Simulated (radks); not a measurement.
Results of a calculation; reference values are marked as such.
Charge is removed step by step from the 5s1/2 level of neutral erbium, starting from [Xe] 4f12 6s2. Code: a radial shooting solver on a logarithmic mesh with Libxc functionals. Model: Dirac Kohn-Sham, PBE, spin-unpolarised, spherical densities, finite nucleus; open shells fill j = l - 1/2 first; Fermi nuclear charge, rms radius 5.2516 fm.

removed (e)  E - E(0) (eV)  eigenvalue (eV)  E minus straight line (eV)
0                    0.000          -51.733                       0.000
0.25                13.292          -54.633                      -1.152
0.5                 27.329          -57.691                      -1.559
0.75                42.148          -60.875                      -1.184
1                   57.776          -64.167                       0.000

Removing the whole electron costs 57.776 eV by Delta-SCF, against 51.733 eV from minus the eigenvalue at the starting occupation. Slater's transition state (half an electron removed) gives 57.691 eV. Integrating minus the eigenvalue over the occupation (Janak's theorem) gives 57.776 eV. The mean slope of the eigenvalue, de/dn, is 12.4 eV per electron.
